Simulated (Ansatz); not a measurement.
`B[CH2][AlH2]` + `CB[TeH]` → `CB[Te][AlH2]` + `BC` at 700 K and 1 bar (ligand exchange at the Al–C bond).

Gas-phase electronic energies from Ansatz, PBE0-D4/def2-TZVP geometries. CCSD(T)/CBS is the MP2 limit (def2-TZVPP, def2-QZVPP) plus CCSD(T) − MP2 in def2-TZVPP, frozen cores. This one scheme is used for every species. def2 core potentials past Kr. For Te outer-core shells are correlated without core-valence functions, which leaves a few kJ/mol of doubt a bond. Each species was taken in one conformer, which may not be the lowest.

| species | CCSD(T)/CBS energy (Eh) | H − E (kJ/mol) | S (J/(mol·K)) |
| --- | --- | --- | --- |
| `B[CH2][AlH2]` | -308.44554 | 222.9 | 406.9 |
| `CB[TeH]` | -333.59211 | 203.9 | 394.8 |
| `CB[Te][AlH2]` | -576.23333 | 245.3 | 487.0 |
| `BC` | -65.83255 | 189.6 | 311.0 |

H − E and S are ideal-gas, rigid-rotor, harmonic terms from PBE0-D4/def2-TZVP, for one conformer and one mirror image of each species. 1 Eh = 2625.50 kJ/mol, R = 8.31446 J/(mol·K).

**Question.** By hand: ΔE, ΔH, ΔS and ΔG.

**Answer.** ΔE = (-576.23333) + (-65.83255) − (-308.44554) − (-333.59211) = -0.02823 Eh = -74.1 kJ/mol. Δ(H − E) = 245.3 + 189.6 − 222.9 − 203.9 = 8.1, so ΔH = -66.0 kJ/mol. ΔS = 487.0 + 311.0 − 406.9 − 394.8 = -3.7 J/(mol·K). ΔG = -66.0 − 700 × (-3.7)/1000 = -63.4 kJ/mol.

**Question.** By hand: the equilibrium constant, and the temperature at which ΔG would vanish if ΔH and ΔS stayed fixed.

**Answer.** log₁₀ K = −ΔG/(RT ln 10) = 4.7. ΔG = 0 at ΔH/ΔS = 17838 K, far beyond where these terms or the molecules hold.

The number of gas molecules stays the same, so ΔS is small and ΔH decides. A doubt of 5 kJ/mol in ΔE shifts log₁₀ K by 0.4 here. Other conformers and mirror images would add mixing entropy, several J/(mol·K) or more a flexible species. Modes under 60 cm⁻¹, often nearly free rotors, make the harmonic entropy too high. These are equilibria of isolated gas molecules and say nothing of rates. Largest T1 diagnostic: 0.013 (customary marks: 0.02 for closed shells, 0.045 for open ones).
